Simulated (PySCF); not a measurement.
ditellurium (Te₂), triplet, at a GFN2-xTB geometry (core potentials on Te). Base run: HF/def2-SVPD in PySCF.

The PySCF input:
```python
from pyscf import gto, scf, solvent

mol = gto.Mole()
mol.atom = '''
    Te   -0.00000000   -0.00000000   -1.30099916
    Te    0.00000000    0.00000000    1.30099916
'''
mol.basis = 'def2-svpd'
mol.ecp = {'Te': 'def2-svpd'}
mol.spin = 2
mol.verbose = 4
mol.build()

mf = scf.UHF(mol)
mf.kernel()
```

The base run was repeated with changes; each row names its change, and settings that it needs were set with it.

```csv
change,ΔE vs base (kJ/mol)
base,0.00
model = IEF-PCM; solvent = methanol; lebedev_order = 11,-3.15
model = IEF-PCM; solvent = water,-3.25
model = IEF-PCM; solvent = methanol; r_probe = 0.5,-1.64
model = IEF-PCM; solvent = chloroform,-2.23
model = C-PCM; solvent = methanol,-3.21
model = ddCOSMO; solvent = methanol,-3.18
model = IEF-PCM; solvent = methanol; vdw_scale = 1.4,-1.83
model = IEF-PCM; solvent = methanol; lebedev_order = 41,-3.15
model = SS(V)PE; solvent = methanol,-3.15
model = IEF-PCM; solvent = methanol,-3.15
model = COSMO; solvent = methanol,-3.16
```

The base is the gas phase, so ΔE is the electrostatic part of solvation at a fixed geometry, without cavity and dispersion terms.

Open shells are given as the SCF converged; they aren't shown to be the lowest states, and a large step between rows can be another state.
